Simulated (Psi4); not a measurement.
Dimer: CO (SMILES [C-]#[O+]) (first 2 atoms) with H2Se (SMILES [SeH2]); geometry from B3LYP-D3(BJ)/def2-TZVP.
(charge 0, multiplicity 1):
```xyz
5

C      0.639     0.124     0.211
O     -0.329     0.257    -0.346
Se    -0.085    -0.332     3.832
H      0.932     0.697     3.570
H      0.792    -1.378     3.287
```

Method: SAPT0/aug-cc-pVDZ (Psi4 1.11).

Question: Which attractive term is largest, and how does the interaction split up?

Answer: electrostatics -4.2, exchange 8.0, induction -1.1, dispersion -5.1, total -2.5 kJ/mol; the largest attraction is dispersion.
